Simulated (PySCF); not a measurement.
C3H4ClNSi, SMILES Cl[Si@@H]1C=CN=C1.

Coordinates come from a r2SCAN-D4/def2-SVP optimisation. The structure was generated by enumeration; whether it is a known compound was not checked.

Two levels are set side by side: PBE/def2-TZVP (PySCF) and B3LYP/def2-TZVP (PySCF). Same geometry, gas phase. Differences are taken from unrounded values.

| quantity | B3LYP | PBE | PBE minus B3LYP |
|---|---|---|---|
| orbital gap (eV) | 4.54 | 2.60 | -1.94 |
| highest occupied level (eV) | -7.22 | -6.05 | 1.17 |
| lowest empty level (eV) | -2.68 | -3.45 | -0.77 |
| dipole moment (D) | 1.22 | 1.14 | -0.08 |
| mean polarisability (bohr³) | 73.7 | 75.8 | 2.1 |

Without exact exchange PBE keeps part of each electron's self-repulsion, which lifts occupied levels and narrows the gap. Differences between two approximate levels are no errors against the true value.

Rough cost on one machine, each run with all the roots and properties that it gave: B3LYP against PBE within a factor of 2.
